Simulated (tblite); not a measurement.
Record of a relaxation.

Compound: C₅H₆BCl₂O (doublet state).
Numbering: `[Cl:1][B:2]([Cl:3])[C@@H:4]1[CH:5]=[C:6][O:7][CH2:8][CH2:9]1` (hydrogens: H10 on C4; H11 on C5; H12, H13 on C8; H14, H15 on C9)
Bond orders are those of one Lewis drawing.

Computed with GFN2-xTB (tblite), gas phase: L-BFGS steps from a force-field or distance-geometry start until the largest atomic force falls under 0.01 eV/Å. 11 of its 97 geometries are shown.

Step 0: E = -764.0023 eV, largest atomic force 3.729 eV/Å
```
atom  x, y, z in Å  |  force x, y, z in eV/Å
Cl1     1.233   -1.579    2.006    0.818   0.827  -1.586
B2      1.803   -0.604    0.542    0.786   0.967   2.062
Cl3     3.469    0.235    0.612   -1.526  -1.187  -0.029
C4      0.715    0.113   -0.390    2.402  -1.467  -0.293
C5      0.442    1.410    0.239    0.207   3.003   0.464
C6     -0.705    1.746    0.811   -1.035  -3.480  -0.851
O7     -1.678    0.766    0.817    0.098   1.641   1.372
C8     -1.769   -0.219   -0.164   -1.290  -0.113  -0.360
C9     -0.458   -0.768   -0.631   -0.166  -1.747  -1.432
H10     1.234    0.298   -1.350   -0.258   0.389   0.181
H11     1.215    2.175    0.220    0.035  -0.337  -0.190
H12    -2.381   -1.069    0.243    0.214   0.947  -0.035
H13    -2.301    0.185   -1.047   -0.090   0.074   0.278
H14    -0.286   -1.779   -0.191   -0.155   0.690  -0.228
H15    -0.536   -0.901   -1.737   -0.041  -0.207   0.648
```

Step 10: E = -765.0501 eV, largest atomic force 0.209 eV/Å
```
atom  x, y, z in Å  |  force x, y, z in eV/Å
Cl1     1.335   -1.542    1.916    0.000   0.042   0.004
B2      1.823   -0.462    0.669    0.041  -0.103  -0.079
Cl3     3.451    0.112    0.661   -0.034  -0.010   0.019
C4      0.795    0.079   -0.411   -0.021   0.079   0.093
C5      0.437    1.464    0.201   -0.021  -0.136  -0.107
C6     -0.714    1.581    0.812    0.006  -0.022   0.014
O7     -1.708    0.744    0.870   -0.107  -0.170   0.056
C8     -1.813   -0.221   -0.189    0.090   0.100   0.074
C9     -0.462   -0.792   -0.665    0.116   0.114   0.056
H10     1.285    0.324   -1.361   -0.061  -0.059   0.054
H11     1.203    2.209    0.183    0.015   0.145  -0.078
H12    -2.437   -1.009    0.240   -0.026  -0.002  -0.105
H13    -2.346    0.241   -1.026    0.032   0.088   0.006
H14    -0.311   -1.759   -0.187   -0.001  -0.011   0.059
H15    -0.542   -0.961   -1.737   -0.028  -0.054  -0.066
```

Step 19: E = -765.1050 eV, largest atomic force 0.234 eV/Å
```
atom  x, y, z in Å  |  force x, y, z in eV/Å
Cl1     1.350   -1.537    1.927   -0.038  -0.017  -0.026
B2      1.843   -0.485    0.659   -0.045   0.101   0.031
Cl3     3.475    0.068    0.676   -0.023   0.021  -0.082
C4      0.803    0.083   -0.407   -0.062   0.117   0.038
C5      0.388    1.468    0.160   -0.020  -0.088  -0.005
C6     -0.718    1.519    0.863   -0.013   0.062   0.062
O7     -1.661    0.617    0.968   -0.069  -0.023   0.071
C8     -1.799   -0.198   -0.197    0.105   0.069   0.100
C9     -0.454   -0.793   -0.636    0.111  -0.041  -0.048
H10     1.289    0.297   -1.364   -0.034   0.015   0.034
H11     1.062    2.293    0.045    0.069  -0.031  -0.006
H12    -2.484   -1.003    0.075   -0.080   0.101  -0.026
H13    -2.245    0.420   -0.988    0.094  -0.056  -0.012
H14    -0.316   -1.732   -0.109   -0.008  -0.121   0.075
H15    -0.538   -1.010   -1.695    0.014  -0.109  -0.207
```

Step 29: E = -765.1265 eV, largest atomic force 0.077 eV/Å
```
atom  x, y, z in Å  |  force x, y, z in eV/Å
Cl1     1.340   -1.525    1.920    0.016  -0.003   0.042
B2      1.831   -0.464    0.662   -0.019   0.033  -0.044
Cl3     3.461    0.080    0.635    0.034   0.029  -0.007
C4      0.785    0.087   -0.406    0.006   0.010  -0.021
C5      0.361    1.465    0.160    0.038  -0.021   0.046
C6     -0.719    1.504    0.908    0.012  -0.057  -0.044
O7     -1.642    0.575    0.999   -0.049   0.041   0.031
C8     -1.779   -0.188   -0.198    0.038  -0.019   0.005
C9     -0.448   -0.822   -0.628    0.043  -0.020  -0.025
H10     1.272    0.311   -1.359   -0.042  -0.019  -0.014
H11     1.038    2.286    0.023    0.005  -0.010   0.044
H12    -2.525   -0.954    0.021   -0.007   0.029  -0.061
H13    -2.146    0.477   -0.990   -0.013  -0.012   0.015
H14    -0.309   -1.755   -0.081   -0.039   0.029   0.060
H15    -0.524   -1.069   -1.686   -0.023  -0.008  -0.028
```

Step 38: E = -765.1503 eV, largest atomic force 0.216 eV/Å
```
atom  x, y, z in Å  |  force x, y, z in eV/Å
Cl1     1.407   -1.418    1.940    0.006  -0.067   0.040
B2      1.859   -0.433    0.606   -0.051   0.051  -0.091
Cl3     3.464    0.181    0.557    0.074   0.015  -0.059
C4      0.768    0.056   -0.445   -0.017   0.027   0.018
C5      0.381    1.397    0.231   -0.025   0.058  -0.007
C6     -0.702    1.419    0.978   -0.043  -0.072  -0.031
O7     -1.667    0.530    0.987   -0.072   0.066   0.142
C8     -1.780   -0.161   -0.252    0.094   0.004  -0.006
C9     -0.465   -0.862   -0.601    0.067  -0.018   0.005
H10     1.176    0.319   -1.427    0.004  -0.007   0.101
H11     1.066    2.221    0.164    0.068  -0.058  -0.012
H12    -2.605   -0.863   -0.142   -0.012  -0.100   0.013
H13    -2.018    0.567   -1.028   -0.079   0.125  -0.158
H14    -0.348   -1.733    0.042   -0.053  -0.018   0.064
H15    -0.540   -1.212   -1.631    0.039  -0.007  -0.019
```

Step 48: E = -765.1724 eV, largest atomic force 0.168 eV/Å
```
atom  x, y, z in Å  |  force x, y, z in eV/Å
Cl1     1.522   -1.405    1.936    0.054  -0.086   0.034
B2      1.896   -0.440    0.568   -0.061   0.110  -0.107
Cl3     3.477    0.222    0.404    0.085  -0.067   0.015
C4      0.751    0.049   -0.420    0.036  -0.073  -0.040
C5      0.374    1.367    0.294   -0.014   0.107   0.117
C6     -0.734    1.387    1.004   -0.078  -0.016  -0.113
O7     -1.738    0.544    0.936    0.017   0.053   0.109
C8     -1.799   -0.136   -0.318    0.097   0.001   0.022
C9     -0.477   -0.870   -0.561    0.060  -0.048   0.005
H10     1.132    0.354   -1.401   -0.052  -0.060   0.007
H11     1.112    2.149    0.279   -0.104   0.004   0.062
H12    -2.634   -0.836   -0.263    0.001   0.044   0.021
H13    -1.983    0.613   -1.093   -0.001  -0.004  -0.168
H14    -0.416   -1.676    0.173    0.022   0.010  -0.023
H15    -0.485   -1.314   -1.559   -0.061   0.025   0.058
```

Step 58: E = -765.2291 eV, largest atomic force 0.160 eV/Å
```
atom  x, y, z in Å  |  force x, y, z in eV/Å
Cl1     1.867   -1.521    1.838   -0.028  -0.019   0.005
B2      1.996   -0.473    0.488   -0.023   0.036  -0.154
Cl3     3.552    0.126    0.037    0.006  -0.028   0.059
C4      0.724    0.066   -0.297   -0.006  -0.049  -0.078
C5      0.314    1.359    0.464    0.009   0.132  -0.013
C6     -0.893    1.437    0.963   -0.015  -0.067  -0.018
O7     -1.924    0.651    0.758   -0.008   0.095   0.065
C8     -1.802   -0.099   -0.450   -0.031  -0.024   0.053
C9     -0.485   -0.875   -0.417    0.034  -0.064   0.021
H10     0.993    0.415   -1.300    0.052   0.057  -0.011
H11     1.062    2.123    0.571   -0.022  -0.054   0.032
H12    -2.667   -0.765   -0.477    0.013  -0.017  -0.043
H13    -1.827    0.586   -1.306    0.005  -0.019  -0.007
H14    -0.506   -1.554    0.437   -0.034   0.000   0.000
H15    -0.409   -1.469   -1.332    0.048   0.022   0.090
```

Step 67: E = -765.2373 eV, largest atomic force 0.070 eV/Å
```
atom  x, y, z in Å  |  force x, y, z in eV/Å
Cl1     1.897   -1.539    1.787   -0.025  -0.040   0.010
B2      2.009   -0.477    0.442   -0.009   0.009   0.010
Cl3     3.565    0.105   -0.016    0.027   0.010  -0.005
C4      0.718    0.077   -0.292   -0.003  -0.004   0.001
C5      0.302    1.359    0.495    0.056   0.028  -0.031
C6     -0.919    1.441    0.950   -0.020  -0.017   0.056
O7     -1.957    0.675    0.718    0.005   0.025   0.003
C8     -1.798   -0.100   -0.473   -0.015   0.022   0.021
C9     -0.482   -0.874   -0.381   -0.014   0.029   0.002
H10     0.963    0.448   -1.295   -0.018   0.004  -0.010
H11     1.060    2.101    0.653    0.000   0.026   0.007
H12    -2.663   -0.761   -0.521   -0.011  -0.051  -0.009
H13    -1.792    0.571   -1.339    0.006  -0.004  -0.040
H14    -0.525   -1.507    0.507    0.025   0.008   0.014
H15    -0.380   -1.513   -1.257   -0.005  -0.045  -0.028
```

Step 77: E = -765.2395 eV, largest atomic force 0.013 eV/Å
```
atom  x, y, z in Å  |  force x, y, z in eV/Å
Cl1     1.865   -1.565    1.768    0.006  -0.001  -0.011
B2      2.005   -0.478    0.442   -0.006  -0.006   0.002
Cl3     3.571    0.091    0.007    0.006   0.009   0.008
C4      0.722    0.089   -0.299   -0.002  -0.002   0.001
C5      0.304    1.372    0.485    0.003  -0.003   0.001
C6     -0.915    1.444    0.951    0.002   0.003  -0.005
O7     -1.954    0.680    0.719    0.000   0.003   0.004
C8     -1.800   -0.104   -0.468   -0.003   0.000  -0.001
C9     -0.477   -0.866   -0.381   -0.001   0.000  -0.002
H10     0.966    0.457   -1.303   -0.003  -0.002   0.004
H11     1.058    2.118    0.645    0.000   0.000  -0.004
H12    -2.655   -0.779   -0.503   -0.005   0.000   0.002
H13    -1.809    0.557   -1.343    0.003   0.001   0.000
H14    -0.508   -1.494    0.512   -0.002   0.000   0.002
H15    -0.377   -1.513   -1.253    0.004  -0.002  -0.002
```

Step 86: E = -765.2399 eV, largest atomic force 0.024 eV/Å
```
atom  x, y, z in Å  |  force x, y, z in eV/Å
Cl1     1.865   -1.588    1.750    0.003  -0.004  -0.007
B2      2.006   -0.479    0.442   -0.018   0.001  -0.003
Cl3     3.571    0.114    0.036   -0.009   0.010  -0.003
C4      0.722    0.087   -0.300   -0.006  -0.009  -0.003
C5      0.308    1.373    0.481    0.009   0.002  -0.010
C6     -0.911    1.451    0.944   -0.005  -0.002   0.003
O7     -1.951    0.687    0.718   -0.005   0.000   0.007
C8     -1.801   -0.104   -0.465   -0.003   0.004  -0.004
C9     -0.478   -0.867   -0.380   -0.008  -0.005  -0.002
H10     0.961    0.455   -1.305    0.018  -0.013   0.010
H11     1.064    2.118    0.632    0.001   0.010   0.008
H12    -2.659   -0.779   -0.490    0.018   0.005  -0.006
H13    -1.815    0.551   -1.344    0.003  -0.003   0.004
H14    -0.510   -1.496    0.511    0.011   0.006   0.006
H15    -0.377   -1.513   -1.253   -0.010  -0.003   0.001
```

Step 96: E = -765.2409 eV, largest atomic force 0.009 eV/Å
```
atom  x, y, z in Å  |  force x, y, z in eV/Å
Cl1     1.890   -1.665    1.685   -0.001  -0.001   0.000
B2      2.006   -0.483    0.442   -0.001   0.000   0.001
Cl3     3.555    0.185    0.090    0.001   0.002  -0.002
C4      0.720    0.079   -0.297    0.000  -0.002   0.001
C5      0.311    1.377    0.469    0.000  -0.002  -0.006
C6     -0.908    1.465    0.930    0.005  -0.005   0.000
O7     -1.952    0.702    0.710    0.004   0.000   0.002
C8     -1.801   -0.100   -0.464    0.000  -0.001  -0.002
C9     -0.484   -0.870   -0.366   -0.001  -0.003   0.001
H10     0.962    0.435   -1.306   -0.001   0.000   0.004
H11     1.070    2.120    0.615   -0.004  -0.002   0.002
H12    -2.662   -0.770   -0.490   -0.001   0.004   0.000
H13    -1.806    0.548   -1.349    0.000  -0.005  -0.004
H14    -0.519   -1.484    0.536    0.000   0.006   0.003
H15    -0.388   -1.532   -1.227    0.000   0.009  -0.001
```

Q: Summarise the path.

A: The energy falls by 1.2386 eV from step 0 to step 96; nine tenths of that is first reached at step 23. It falls at every step. The largest force goes from 3.729 to 0.009 eV/Å. Among the bonds B2–Cl3 changes most, from 1.867 to 1.723 Å; the atoms move by 0.527 Å rms after alignment.

Q: Follow the three bonds and two angles with the largest change from start to end.

A: 
```csv
step,E above end (eV),largest force (eV/Å),B2–Cl3 (Å),Cl1–B2 (Å),C4–C5 (Å),C5–C6–O7 (°),C6–O7–C8 (°)
0,1.2386,3.729,1.867,1.848,1.467,115.6,123.0
4,0.2640,0.479,1.710,1.713,1.573,130.4,115.8
8,0.2014,0.276,1.726,1.722,1.544,130.1,116.8
13,0.1764,0.227,1.724,1.717,1.551,128.8,116.2
17,0.1496,0.218,1.726,1.720,1.545,129.3,114.1
21,0.1278,0.165,1.721,1.720,1.550,128.0,113.1
25,0.1181,0.078,1.722,1.721,1.547,127.2,112.4
29,0.1145,0.077,1.719,1.717,1.549,126.6,112.9
33,0.1073,0.173,1.722,1.726,1.550,127.7,112.3
38,0.0906,0.216,1.719,1.718,1.552,126.8,112.4
42,0.0819,0.081,1.724,1.723,1.552,127.5,112.1
46,0.0753,0.131,1.725,1.722,1.552,127.6,112.5
50,0.0577,0.258,1.722,1.715,1.544,127.9,112.2
54,0.0326,0.293,1.727,1.729,1.568,129.5,112.5
58,0.0118,0.160,1.727,1.714,1.556,129.0,112.4
63,0.0062,0.069,1.726,1.718,1.561,129.7,112.3
67,0.0037,0.070,1.723,1.717,1.560,129.9,112.1
71,0.0018,0.033,1.723,1.720,1.561,130.1,112.4
75,0.0015,0.014,1.723,1.719,1.561,130.1,112.4
79,0.0014,0.018,1.722,1.720,1.561,130.0,112.4
83,0.0012,0.021,1.723,1.719,1.560,130.1,112.4
88,0.0009,0.032,1.723,1.721,1.561,130.0,112.5
92,0.0002,0.031,1.724,1.720,1.561,130.1,112.2
96,0.0000,0.009,1.723,1.720,1.561,130.1,112.4
```

What follows is the cost of the whole relaxation. Hardware: one thread, Arm Neoverse V1 (aarch64), shared host with 32 logical CPUs at a one-minute load of 37. Cost: 0.84 s.
